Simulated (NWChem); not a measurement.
**Exact exchange and the dipole moment of AgI**

AgI has 2 atoms, charge 0, and is taken as a singlet. SMILES: `[Ag][I]`. Geometry: the measured bond length.

The dipole moment y, in D, basis def2-TZVPPD with a core potential; a is the functional's share of exact exchange. Programs: NWChem 7.3.0.

| functional | program | a | y (D) |
| --- | --- | --- | --- |
| r2SCAN | NWChem | 0 | 4.66 |
| TPSS | NWChem | 0 | 4.51 |
| B3LYP | NWChem | 0.2 | ? |
| PBE0 | NWChem | 0.25 | 4.98 |
| BHLYP | NWChem | 0.5 | 5.49 |

Question: Fit y = c + s·a to the known rows and predict B3LYP.

Answer: 
1. Means of the 4 rows: a = 0.1875, y = 4.910.
2. Σ(Δa)² = 0.17188, Σ(Δa·Δy) = 0.3075, so the slope is 0.3075/0.17188 = 1.789.
3. Intercept: 4.910 − (1.789) × 0.1875 = 4.575. The largest residual of the fit is 0.085.
4. B3LYP: 4.575 + (1.789) × 0.2 = 4.93 D.

The run gave 4.62 D, so the prediction is off by +0.31 D, more than the scatter of the fit. More exact exchange makes the molecule more polar here. The rows mix families of semi-local functionals, which the line can't see.
